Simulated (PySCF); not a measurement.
## K₂⁺: frontier orbitals

r²SCANh at R = 4.641 Å; basis K x2c-SVPall; spin-free X2C with a Gaussian nucleus; PySCF 2.14. State: ²Σg⁺ (doublet), unpaired electrons σ ↑. Only the outer orbitals are listed.

```
spin  orbital  occ.  ε (eV)  main shells (%)
   α       πu     1  -24.43            100 p
   α       πu     1  -24.43            100 p
   α       πg     1  -24.43            100 p
   α       πg     1  -24.43            100 p
   α       σg     1  -24.40            100 p
   α       σu     1  -24.38            100 p
   α       σg     1   -6.46       76 s, 22 p
   α       σu     0   -4.34            104 s
   α       πu     0   -3.69             93 p
   α       πu     0   -3.69             93 p
   β       πu     1  -24.41            100 p
   β       πu     1  -24.41            100 p
   β       πg     1  -24.40            100 p
   β       πg     1  -24.40            100 p
   β       σg     1  -24.36            100 p
   β       σu     1  -24.35            100 p
   β       σg     0   -4.93       87 s, 12 p
   β       σu     0   -3.97            103 s
   β       σg     0   -3.47       82 s, 17 p
```

Which are the highest filled and the lowest empty level, where do they sit, and how wide is the gap?

Highest filled α σg at -6.46 eV (in %: 76 s, 22 p); lowest empty β σg at -4.93 eV (in %: 87 s, 12 p); the gap at r²SCANh is 1.53 eV.

```
bond order (Mayer) : 0.50
⟨S²⟩               : 0.750
```

Shares are Mulliken populations and can fall outside 0 to 100 %.

The state was picked by a PBE0 search and need not be the measured ground state.
